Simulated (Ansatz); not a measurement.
Two structures of AlH5SO3, singlet, reached by relaxing down either side of one saddle point (PBE0-D4/def2-TZVP). Energies are electronic, without zero-point energy. Program: Ansatz 0.2.0. Basis: def2-TZVPP and def2-QZVPP. Cores are frozen in the correlated methods. Extrapolation: Hartree–Fock as exp(−7.88 √X), correlation as X^−2.97. First:

Al1  (0.141, -0.323, -0.135)
S2  (1.079, 0.861, -1.759)
O3  (1.054, -0.551, 1.306)
O4  (-0.999, -1.448, -0.712)
H5  (-0.695, 1.937, 0.291)
O6  (-0.819, 1.126, 0.802)
H7  (0.197, 0.419, -2.672)
H8  (1.789, -1.152, 1.398)
H9  (-1.434, -2.079, -0.143)
H10  (-0.313, 1.209, 1.624)
(Å)

Second:

```xyz
10
angstrom
Al -0.0674 -0.2484 0.5152
S 0.7245 1.3132 -1.3093
O 1.4823 -0.6396 1.1207
O -0.8637 -1.4057 -0.4634
H -0.4974 1.5151 -1.8306
O -1.0436 0.8812 1.3487
H 1.0065 0.3363 -2.1883
H 1.8150 -1.5336 1.0695
H -1.8135 -1.5010 -0.4244
H -0.7427 1.2826 2.1618
```

(1) Which bonds change from the first to the second?

(2) Give the saddle point's structure and its height above each. (To be estimated.)

The T1 diagnostic stays at or below 0.013.

Results:

(1) AlH₃SO₂ ([OH][Al]([OH])[SH]) + H₂O → AlH₃O₃ ([OH][Al]([OH])[OH]) + H₂S (still joined by a long Al–S bond); bonds formed: S2–H5; dative contacts that become bonds: Al1–O6; bonds broken: H5–O6; bonds weakened to dative contacts: Al1–S2.

(2) Computed: 69.9 kJ/mol above the first and 44.4 kJ/mol above the second (CCSD(T) at an estimated basis limit (MP2 extrapolated from triple and quadruple zeta, plus CCSD(T) − MP2 in triple zeta)).
```xyz
10
angstrom
Al 0.0437 -0.3533 0.1980
S 0.8607 1.1112 -1.5354
O 1.2075 -0.6752 1.3978
O -0.8582 -1.5269 -0.6370
H -0.0767 1.6129 -0.4235
O -0.8132 1.1619 0.6598
H -0.1633 0.7907 -2.3454
H 1.7648 -1.4501 1.3943
H -1.3385 -2.2376 -0.2192
H -0.6266 1.5665 1.5107
```

Labels in which every atom is bracketed show which atoms are joined, not bond orders.

For scale, one of the runs: CCSD(T)/def2-TZVPP, 247 basis functions, launched by `ansatz run in.yaml --threads 4 --pin off --events-out ev --progress --plain --max-ram 9574MiB`. Hardware: 4 CPU threads of an Arm Neoverse V1, shared host. Wall time 2.8 min; peak host memory 5.1 GiB.
